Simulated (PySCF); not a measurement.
# One reaction down a group: Mg, Sr, Ba

The same gas-phase reaction for Mg, Sr, Ba:
- MgCl2 + F → MgF + 2 Cl
- SrCl2 + F → SrF + 2 Cl
- BaCl2 + F → BaF + 2 Cl

Method: PySCF energies plus ideal-gas RRHO corrections (1 bar). S°(298 K) at PBE0/def2-TZVP differs from the NASA 1993 table for BaCl2 (-5 J/mol/K); whether the harmonic model or the table's entry is off was not settled. † marks an energy on the PBE0/def2-TZVP geometry and frequencies; other levels use their own. CCSD(T) freezes the core. Open shells (unrestricted): F (multiplicity 2, electronic degeneracy 6), MgF (multiplicity 2), Cl (multiplicity 2, electronic degeneracy 6), SrF (multiplicity 2), BaF (multiplicity 2); the rest are closed-shell singlets. Spin-orbit splitting is ignored; it lowers the true energy and changes the entropy of F, Cl. For Mg the outer core is correlated in a valence basis, which is rough. Ba, Sr: scalar-relativistic def2 core potential, no spin-orbit coupling. CCSD(T) isn't extrapolated to the basis-set limit. The harmonic model lacks anharmonicity and excited electronic states, which grow with temperature; levels with a mode under 35 cm⁻¹ are left out. Soft modes under 120 cm⁻¹ make the harmonic entropy rough for MgCl2, SrCl2, BaCl2.

ΔH°(298 K) in kJ, by level:

```
level                   Mg     Sr     Ba
-------------------  -----  -----  -----
ωB97M-V/def2-TZVP†   361.0  369.8  373.8
BLYP/def2-TZVP†      297.3  297.5  305.8
M06-2X/def2-TZVP†    348.1  362.0  368.0
ωB97X-V/def2-TZVP†   352.3  367.6  373.1
PBE0/def2-TZVP       343.8  353.7  361.7
PBE0/def2-SVP†       346.6  374.1  378.0
CCSD(T)/def2-TZVPP†  331.1  334.6  343.5
PBE/def2-TZVP†       323.1  326.4  335.6
```

At ωB97M-V/def2-TZVP†, ΔH° rises from Mg to Ba, over a range of 12.8 kJ; the steps are +8.8, +4.0 kJ. 8 of the 8 levels shown give the same order. The levels scatter most for Sr (76.6 kJ between the highest and the lowest) and least for Mg (63.7 kJ). ΔS°(298 K) runs from 101.9 to 125.1 J/K, so TΔS° at 298 K spreads over 6.9 kJ among the members, against 12.8 kJ for ΔH°.

Free energies at ωB97M-V/def2-TZVP†:

| member | ΔS°(298 K), J/K | ΔG°(298 K), kJ | ΔG°(1200 K), kJ | ΔG° changes sign |
|---|---|---|---|---|
| Mg | 125.1 | 324 | 214 | none from 298 to 2500 K |
| Sr | 102.4 | 339 | 247 | none from 298 to 2500 K |
| Ba | 101.9 | 343 | 252 | none from 298 to 2500 K |

The NASA 1993 table, where it holds all species, gives ΔH°(298 K) = 319 kJ for Mg, 342 kJ for Sr, 340 kJ for Ba; its entries are part measured, part old estimates, and weren't checked at source.
